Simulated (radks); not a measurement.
Xe+, configuration [Kr] 4d10 5s2 5p5. All-electron calculation, scalar-relativistic Kohn-Sham, PBE, spin-unpolarised, spherical densities, point nucleus; hard spherical wall at 4 bohr. Program: a radial shooting solver on a logarithmic mesh with Libxc functionals.

Normalised radial functions P(r) = r R(r), r in bohr:

```
   r/bohr * 4s, o 4p, + 5d (the largest magnitude, 1.37, reaches the edge; | marks zero, & curves that meet)
 0.001575                             & *
 0.002067                             & *
 0.002691                             &  *
 0.003505                             &   *
 0.004563                             &   *
 0.005942                             +o   *
 0.007799                             +o    *
  0.01016                             +o    *
  0.01322                             + o   *
  0.01722                             +  o  *
  0.02242                             +   *o
  0.02943                             + *   o
  0.03832                           * +       o
   0.0499                       *     |+        o
  0.06498                   *         |+        o
  0.08529                   *         | +    o
   0.1111                        *    | o+
   0.1446                       o     |  *+
   0.1883                o            |    +       *
   0.2452               o             |  +           *
   0.3218                       o     |+     *
   0.4191                   *      +  |       o
   0.5457     *                +      |                    o
   0.7106  *                   +      |                         o
   0.9252          *              +   |                    o
    1.214                    *        |  +       o
    1.581                          *  |   o     +
    2.059                            *|o             +
    2.681                             &              +
    3.491                             &      +
```

4s: eigenvalue -203.41 eV, 3 radial nodes at r = 0.0331, 0.132, 0.362 bohr, <r> = 0.717 bohr, 90 % of the charge inside 1.03 bohr. 4p: eigenvalue -147.24 eV, 2 radial nodes at r = 0.118, 0.364 bohr, <r> = 0.765 bohr, 90 % of the charge inside 1.12 bohr. 5d (empty): eigenvalue 4.396 eV, 2 radial nodes at r = 0.334, 1.09 bohr, <r> = 2.32 bohr, 90 % of the charge inside 3.13 bohr.
